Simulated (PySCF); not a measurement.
C2H8Ge. Atoms are numbered in the order given.

```xyz
11

Ge    -0.0583    -0.7789     0.0000
C      0.6938     1.0464     0.0000
C     -0.3710     2.1463     0.0000
H      1.0675    -1.8363     0.0000
H     -0.9388    -0.9887    -1.2530
H     -0.9388    -0.9887     1.2530
H      1.3486     1.1344     0.8830
H      1.3486     1.1344    -0.8830
H     -1.0217     2.0811    -0.8875
H     -1.0217     2.0811     0.8875
H      0.0843     3.1506     0.0000
```
Charge 0, spin multiplicity 1.

Geometry optimised at B3LYP-D3(BJ)/def2-SVP.

These are PBE/pcSseg-1 run with PySCF values and carry that method's errors.

GIAO shieldings, no solvent; atoms alike by connectivity are averaged. δ = σ(ref) − σ: ⁷³Ge against GeH4 (σ = 1614.4 ppm); ¹³C against TMS (σ = 182.0 ppm); ¹H against TMS (σ = 31.49 ppm), references at their B3LYP-D3(BJ)/def2-TZVP geometries, non-relativistic.

Computed chemical shifts:
```tsv
nucleus	atoms	count	δ (ppm)
⁷³Ge	Ge1	1	128.1
¹³C	C3	1	16.1
¹³C	C2	1	10.8
¹H	H4, H5, H6	3	4.20
¹H	H9, H10, H11	3	1.49
¹H	H7, H8	2	1.29
```
